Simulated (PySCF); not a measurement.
Estimate the missing entries of this data sheet.

Species: propyl acetate, C5H10O2.
Z-matrix (Å and degrees, GFN2-xTB geometry), rows numbered from 1:
```
C 
C   1  1.5225
C   2  1.5269  1  111.23
O   3  1.4275  2  111.57  1   177.85
C   4  1.3379  3  117.31  2    84.28
C   5  1.5068  4  110.67  3   179.40
O   5  1.2020  4  124.10  3     0.54
H   1  1.0873  2  110.54  3    60.12
H   1  1.0867  2  110.14  3   179.94
H   1  1.0877  2  110.68  3   -60.11
H   2  1.0922  1  110.06  3   120.82
H   2  1.0915  1  109.76  3  -120.18
H   3  1.0923  2  110.97  1    60.86
H   3  1.0954  2  110.00  1   -60.94
H   6  1.0855  5  109.73  4   162.13
H   6  1.0881  5  108.74  4   -78.61
H   6  1.0857  5  110.06  4    39.99
```

```json
{"property": "point group of the GFN2-xTB geometry", "level": "GFN2-xTB", "value": "?"}
{"property": "rotational constants A, B, C of the GFN2-xTB geometry", "level": "GFN2-xTB", "value": "6.883, 1.304, 1.208 GHz"}
{"property": "dipole moment", "level": "PBE0/pcSseg-1", "value": "1.83 D"}
{"property": "HOMO energy", "level": "PBE0/pcSseg-1", "value": "?"}
{"property": "LUMO energy", "level": "PBE0/pcSseg-1", "value": "?"}
{"property": "13C chemical shifts (computed TMS as zero) by class", "level": "GIAO PBE0/pcSseg-1", "value": "?"}
{"property": "1H chemical shifts (computed TMS as zero) by class", "level": "GIAO PBE0/pcSseg-1", "value": "?"}
{"property": "isotropic shieldings of nuclei other than C and H, by class", "level": "GIAO PBE0/pcSseg-1", "value": "?"}
```

Gas-phase values; electronic properties from PySCF, density fitting. The structure is a single GFN2-xTB conformer in the gas phase; no vibrational or solvent corrections. NMR classes are plain means over equivalent atoms (diastereotopic ones count apart unless rotation or inversion swaps them), as if these changed places fast; in this geometry the members of some classes differ.

(1) Give the HOMO energy.

(2) Give the isotropic shieldings of nuclei other than C and H, by class.

(3) Give the 1H chemical shifts (computed TMS as zero) by class.

(4) What is the LUMO energy?

(5) What are the 13C chemical shifts (computed TMS as zero) by class?

(6) What is the point group of the GFN2-xTB geometry?

Results:

(1) -7.90 eV.

(2) -105 (O7), 118 (O4) ppm.

(3) 4.14 (H13/H14), 2.07 (H15/H16/H17), 1.70 (H11/H12), 0.91 (H8/H9/H10) ppm.

(4) 0.48 eV.

(5) 176.3 (C5), 69.2 (C3), 26.0 (C2), 23.4 (C6), 11.2 (C1) ppm.

(6) C1.

The rotational constants make it an asymmetric top with κ = (2B − A − C)/(A − C) = -0.97, nearer the prolate limit (−1). A dipole of 1.83 D is allowed in C1, and pure rotational transitions are dipole-allowed. The dipole equals about 6.1 × 10⁻³⁰ C·m (1 D = 3.33564 × 10⁻³⁰ C·m). With B = h/(8π²I), that is 505.379 GHz u Å² over I, the principal moments of inertia are 73.4, 387.5 and 418.3 u Å² (most abundant isotopes).
